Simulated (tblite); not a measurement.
Input of a run (GFN2-xTB geometry optimisation, gas phase (tblite 0.8.0)), started from a force field or distance geometry:
```
{"job": {"kind": "relax", "xc": "GFN2-xTB", "basis": "xTB"}, "charge": 0, "multiplicity": 1}
C     -0.967800    -1.772800    -0.916100
Si    -0.370000    -0.253900     0.016600
Si    -0.920500     1.527200    -1.190300
Si    -1.410000    -0.036600     1.995700
Si     1.824800    -0.488600     0.285300
C      2.782400     1.026900    -0.115000
O      3.374500     1.076300    -1.201200
H     -0.524000    -2.706300    -0.534300
H     -0.678900    -1.684000    -1.977700
H     -2.080500    -1.791400    -0.866200
H     -1.057700     2.680800    -0.289900
H     -2.260100     1.260800    -1.769500
H     -0.016900     1.768200    -2.287000
H     -0.893200    -1.147100     2.845700
H     -2.847700    -0.146200     1.764000
H     -1.178700     1.280600     2.602000
H      2.263400    -1.560000    -0.630400
H      2.119000    -0.882000     1.656500
H      2.832100     1.857600     0.604400
```

Output (eV, eV/Å):
```
step      E/eV     max force
  0    -578.84230    2.477
  1    -578.97290    2.714
  2    -579.08184    0.596
  3    -579.14017    0.622
  4    -579.22473    0.889
  5    -579.27787    0.763
  6    -579.31584    0.315
  7    -579.34331    0.377
  8    -579.37405    0.604
  9    -579.40780    0.587
 10    -579.43507    0.375
 11    -579.44821    0.236
 12    -579.45349    0.211
 13    -579.45843    0.180
 14    -579.46272    0.176
 15    -579.46553    0.128
 16    -579.46712    0.080
 17    -579.46835    0.108
 18    -579.46943    0.102
 19    -579.47021    0.061
 20    -579.47071    0.049
 21    -579.47108    0.058
 22    -579.47151    0.088
 23    -579.47213    0.096
 24    -579.47289    0.080
 25    -579.47366    0.084
 26    -579.47434    0.089
 27    -579.47497    0.069
 28    -579.47554    0.068
 29    -579.47612    0.082
 30    -579.47680    0.086
 31    -579.47773    0.108
 32    -579.47911    0.105
 33    -579.48096    0.097
 34    -579.48283    0.124
 35    -579.48431    0.105
 36    -579.48537    0.080
 37    -579.48624    0.079
 38    -579.48709    0.077
 39    -579.48795    0.070
 40    -579.48875    0.072
 41    -579.48949    0.075
 42    -579.49027    0.103
 43    -579.49107    0.067
 44    -579.49171    0.087
 45    -579.49209    0.095
 46    -579.49240    0.062
 47    -579.49271    0.039
 48    -579.49304    0.044
 49    -579.49343    0.045
 50    -579.49371    0.031
 51    -579.49386    0.028
 52    -579.49397    0.019
 53    -579.49408    0.025
 54    -579.49421    0.035
 55    -579.49435    0.040
 56    -579.49450    0.037
 57    -579.49464    0.033
 58    -579.49479    0.030
 59    -579.49493    0.045
 60    -579.49508    0.051
 61    -579.49522    0.039
 62    -579.49535    0.030
 63    -579.49547    0.030
 64    -579.49559    0.043
 65    -579.49572    0.044
 66    -579.49587    0.032
 67    -579.49604    0.034
 68    -579.49618    0.023
 69    -579.49629    0.031
 70    -579.49639    0.029
 71    -579.49651    0.041
 72    -579.49670    0.041
 73    -579.49691    0.053
 74    -579.49704    0.058
 75    -579.49717    0.030
 76    -579.49726    0.029
 77    -579.49738    0.036
 78    -579.49746    0.031
 79    -579.49752    0.020
 80    -579.49756    0.017
 81    -579.49760    0.024
 82    -579.49765    0.036
 83    -579.49770    0.041
 84    -579.49775    0.037
 85    -579.49785    0.032
 86    -579.49803    0.044
 87    -579.49834    0.050
 88    -579.49869    0.042
 89    -579.49895    0.027
 90    -579.49896    0.164
 91    -579.49919    0.028
 92    -579.49927    0.027
 93    -579.49949    0.173
 94    -579.49970    0.046
 95    -579.49980    0.020
 96    -579.49980    0.173
 97    -579.50001    0.015
 98    -579.50008    0.017
 99    -579.50029    0.049
100    -579.50042    0.027
101    -579.50085    0.046
102    -579.50141    0.054
103    -579.50197    0.091
104    -579.50226    0.185
105    -579.50278    0.150
106    -579.50322    0.098
107    -579.50358    0.118
108    -579.50425    0.205
109    -579.50511    0.210
110    -579.50733    0.225
111    -579.50960    0.110
112    -579.49326    1.495
113    -579.51185    0.081
114    -579.51286    0.062
115    -579.51123    0.871
116    -579.51543    0.189
117    -579.51661    0.227
118    -579.50978    1.316
119    -579.52046    0.222
120    -579.52273    0.268
121    -579.52338    1.140
122    -579.53072    0.274
123    -579.53367    0.271
124    -579.53699    0.723
125    -579.53986    0.111
126    -579.54100    0.138
127    -579.54266    0.237
128    -579.54364    0.104
129    -579.54513    0.086
130    -579.54667    0.103
131    -579.54840    0.082
132    -579.55030    0.137
133    -579.55280    0.213
134    -579.55568    0.204
135    -579.55845    0.251
136    -579.56075    0.128
137    -579.56211    0.125
138    -579.56332    0.093
139    -579.56442    0.080
140    -579.56579    0.063
141    -579.56693    0.060
142    -579.56800    0.060
143    -579.56874    0.050
144    -579.56920    0.067
145    -579.56948    0.033
146    -579.56970    0.039
147    -579.56996    0.035
148    -579.57038    0.052
149    -579.57104    0.084
150    -579.57198    0.091
151    -579.57307    0.109
152    -579.57403    0.067
153    -579.57475    0.077
154    -579.57529    0.057
155    -579.57581    0.052
156    -579.57648    0.048
157    -579.57732    0.068
158    -579.57820    0.071
159    -579.57927    0.065
160    -579.58038    0.068
161    -579.58144    0.074
162    -579.58253    0.079
163    -579.58354    0.069
164    -579.58419    0.050
165    -579.58463    0.097
166    -579.58514    0.054
167    -579.58600    0.100
168    -579.58689    0.072
169    -579.58758    0.111
170    -579.58814    0.048
171    -579.58853    0.048
172    -579.58894    0.045
173    -579.58937    0.060
174    -579.58964    0.041
175    -579.58981    0.073
176    -579.58994    0.037
177    -579.59004    0.023
178    -579.59011    0.021
179    -579.59021    0.024
180    -579.59030    0.028
181    -579.59040    0.022
182    -579.59050    0.023
183    -579.59060    0.031
184    -579.59069    0.024
185    -579.59079    0.019
186    -579.59088    0.024
187    -579.59097    0.025
188    -579.59106    0.026
189    -579.59113    0.017
190    -579.59120    0.018
191    -579.59128    0.021
192    -579.59138    0.031
193    -579.59150    0.031
194    -579.59161    0.020
195    -579.59168    0.014
196    -579.59172    0.015
197    -579.59176    0.016
198    -579.59182    0.019
199    -579.59190    0.021
200    -579.59198    0.016
201    -579.59204    0.027
202    -579.59209    0.026
203    -579.59214    0.033
204    -579.59219    0.021
205    -579.59224    0.022
206    -579.59227    0.012
207    -579.59231    0.016
208    -579.59235    0.015
209    -579.59239    0.012
210    -579.59244    0.012
211    -579.59247    0.010
212    -579.59249    0.016
213    -579.59252    0.010
214    -579.59254    0.009
```

Problem. Summarise the run.

Solution. The energy falls by 72.4 kJ/mol over 214 L-BFGS steps, the largest force on an atom goes from 2.48 to 0.009 eV/Å, and the atoms move by 0.611 Å rms after alignment. The bond that changes most is Si2–Si3 (four-coordinate silicon to SiH3 silicon), which lengthens by 0.130 Å. Bonds longer at the end by more than 0.005 Å: 9 of 18; shorter: 7. Among the angles that change most is Si2–Si5–H17, from 107.2° to 121.9°. Among the dihedrals that turn most is H17–Si5–C6–O7, from 16° to 115°. The energy rose by more than 1e-5 eV at steps 112, 115 and 118. The first step brought 17 % of the lowering.

Problem. What are the final bond lengths?

Solution. C1–Si2 1.924 Å, Si2–Si3 2.351 Å, Si2–Si4 2.346 Å, Si2–Si5 2.338 Å, Si5–C6 1.917 Å, C6=O7 1.210 Å, C1–H8 1.086 Å, C1–H9 1.086 Å, C1–H10 1.086 Å, Si3–H11 1.458 Å, Si3–H12 1.476 Å, Si3–H13 1.462 Å, Si4–H14 1.468 Å, Si4–H15 1.466 Å, Si4–H16 1.465 Å, Si5–H17 1.471 Å, Si5–H18 1.471 Å, C6–H19 1.109 Å. Numbering counts from 1 in the input's order; the species is `C[Si]([SiH3])([SiH3])[SiH2]C=O`.

Hardware: one thread of an Arm Neoverse V1, shared host with 32 logical CPUs at a one-minute load of 27. Cost: 2.5 s.

Its GFN2-xTB frequencies are all real (lowest 17 cm⁻¹). One conformer, not necessarily the lowest.

All values are computed, not measured.
